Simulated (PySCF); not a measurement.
CrO$_{4}$ (SMILES [O]=[Cr-2](=[O])(=[O])=[O]), charge -2, singlet, geometry from GFN2-xTB (such geometries of metal compounds can be far from the true shape). Base run: HF/def2-SVP (PySCF).

PySCF was given this input:
```python
from pyscf import gto, scf

mol = gto.M(
    atom='''
Cr    0.000000    0.000000   -0.000000
O     1.119118    0.636211   -1.006299
O     0.749129   -0.805372    1.208309
O    -0.956229   -1.031680   -0.831319
O    -0.912019    1.200841    0.629310
''',
    basis='def2-svp',
    charge=-2,
    spin=0,
    verbose=3,
)

mf = scf.RHF(mol)
mf.kernel()
```

The base run was repeated with changes; each row names its change, and settings that it needs were set with it.

| change | basis functions | E (Eh) | HOMO (eV) | HOMO-LUMO gap (eV) |
|---|---|---|---|---|
| base | 87 | -1341.95511 | -0.02 | 10.14 |
| basis = x2c-TZVPall; relativity = spin-free X2C; nucleus = Gaussian (with nucmod='G') | 172 | -1349.08299 | -0.58 | 12.01 |
| basis = x2c-TZVPall; relativity = none | 172 | -1340.64621 | -0.60 | 12.03 |
| basis = jorge-DZP-DKH; relativity = spin-free X2C | 103 | -1348.96361 | -0.19 | 11.62 |
| basis = cc-pVDZ-DK; relativity = spin-free X2C | 99 | -1348.96219 | -0.26 | 10.53 |
| basis = jorge-DZP-DKH; relativity = none | 103 | -1340.99707 | -0.20 | 11.64 |
| basis = cc-pVDZ-DK; relativity = none | 99 | -1339.66718 | -0.27 | 10.54 |
| basis = x2c-TZVPall; relativity = spin-free X2C | 172 | -1349.08560 | -0.58 | 12.01 |
| basis = jorge-DZP-DKH; relativity = spin-free X2C; nucleus = Gaussian (with nucmod='G') | 103 | -1348.96093 | -0.19 | 11.62 |
| basis = cc-pVDZ-DK; relativity = spin-free X2C; nucleus = Gaussian (with nucmod='G') | 99 | -1348.95923 | -0.26 | 10.53 |

Totals shift with the method and basis; they matter in differences.

Basis sets contracted for a relativistic Hamiltonian are a mismatch without it, so the rows without relativity aren't non-relativistic limits. No row has spin-orbit coupling; sets with core potentials leave out the core electrons.
